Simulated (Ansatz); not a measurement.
The first iterations of a band of AlFH4NO (8 atoms, charge 0, multiplicity 2).

Level of theory: UKS r2SCANh-D4/def2-SVP in Ansatz 0.2.0.

```
movable images  : 5
climbing image  : yes
spring          : 0.1 eV/Å²
optimiser       : quadratic models (default)
start path      : through a guess of the saddle point
force threshold : 0.05 eV/Å
iteration limit : 60
end points      : relaxed
```

Initial state:

```xyz
8
Properties=species:S:1:pos:R:3
Al -0.131 0.129 0.322
F -0.450 1.663 0.897
N 1.504 -0.003 -0.574
H 1.798 -0.907 -0.945
H 2.325 0.483 -0.213
O -1.358 -0.833 -0.351
H -2.295 -0.647 -0.365
H 0.920 -0.733 1.348
```

Final state:

```xyz
8
Properties=species:S:1:pos:R:3
Al 0.577 -0.421 0.697
F 0.080 1.038 1.430
N 1.825 -0.204 -0.562
H 2.431 -0.938 -0.905
H 2.216 0.700 -0.807
O -1.296 -0.347 -0.138
H -1.897 -1.085 0.023
H -1.622 0.411 0.380
```

| iteration | highest image above the first end (eV) | largest band force component (eV/Å) |
| --- | --- | --- |
| 1 | 5.586 | 20.398 |
| 2 | 2.530 | 3.776 |
| 3 | 2.083 | 2.812 |
| 4 | 1.637 | 2.397 |
| 5 | 1.449 | 1.131 |
| 6 | 1.416 | 0.749 |
| 7 | 1.409 | 0.484 |

**Question.** Does the band converge within its limit, and where does its top end?

**Answer.** The run converged. It ended after 22 iterations with the highest image 1.421 eV above the first end. Another band between the same ends (5 images) ends at a top of the same energy, where a vibrational analysis finds 1 clearly imaginary mode.

The run took 110 s on 4 threads of Intel(R) Xeon(R) 6975P-C (Granite Rapids) (shared host), peak memory 0.28 GiB.
